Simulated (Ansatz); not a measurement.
`BCB[SiH2]F` + H₂ → `BCB` + `F[SiH3]` at 600 K and 1 bar (hydrogenolysis of a B–Si bond).

Gas-phase electronic energies from Ansatz, PBE0-D4/def2-TZVP geometries. CCSD(T)/CBS adds triple-zeta CCSD(T) − MP2 to the extrapolated MP2 energy (def2 sets, frozen cores). This one scheme is used for every species. Each species was taken in one conformer, which may not be the lowest.

```json
{"species": "`BCB[SiH2]F`", "CCSD(T)/CBS energy (Eh)": "-480.74436", "H − E (kJ/mol)": "278.3", "S (J/(mol·K))": "472.4"}
{"species": "H₂", "CCSD(T)/CBS energy (Eh)": "-1.17544", "H − E (kJ/mol)": "43.9", "S (J/(mol·K))": "150.8"}
{"species": "`BCB`", "CCSD(T)/CBS energy (Eh)": "-91.21084", "H − E (kJ/mol)": "222.9", "S (J/(mol·K))": "350.8"}
{"species": "`F[SiH3]`", "CCSD(T)/CBS energy (Eh)": "-390.72345", "H − E (kJ/mol)": "101.0", "S (J/(mol·K))": "280.0"}
```

H − E and S are ideal-gas, rigid-rotor, harmonic terms from PBE0-D4/def2-TZVP, for one conformer and one mirror image of each species. For small species the MP2-based limit differs from directly extrapolated CCSD(T) by up to some mEh (0.8 for H₂); such offsets cancel only in part. 1 Eh = 2625.50 kJ/mol, R = 8.31446 J/(mol·K).

**Question.** By hand: ΔE, ΔH, ΔS and ΔG.

**Answer.** ΔE = (-91.21084) + (-390.72345) − (-480.74436) − (-1.17544) = -0.01449 Eh = -38.0 kJ/mol. Δ(H − E) = 222.9 + 101.0 − 278.3 − 43.9 = 1.7, so ΔH = -36.3 kJ/mol. ΔS = 350.8 + 280.0 − 472.4 − 150.8 = 7.6 J/(mol·K). ΔG = -36.3 − 600 × (7.6)/1000 = -40.9 kJ/mol.

**Question.** By hand: the equilibrium constant, and the temperature at which ΔG would vanish if ΔH and ΔS stayed fixed.

**Answer.** log₁₀ K = −ΔG/(RT ln 10) = 3.6. ΔH and −TΔS have one sign here, so there is no such temperature.

The number of gas molecules stays the same, so ΔS is small and ΔH decides. A doubt of 5 kJ/mol in ΔE shifts log₁₀ K by 0.4 here. Other conformers and mirror images would add mixing entropy, several J/(mol·K) or more a flexible species. Modes under 60 cm⁻¹, often nearly free rotors, make the harmonic entropy too high. These are equilibria of isolated gas molecules and say nothing of rates. Largest T1 diagnostic: 0.013 (customary marks: 0.02 for closed shells, 0.045 for open ones).

ΔS is within the doubt of such terms, so its sign, and with it that verdict, could turn.
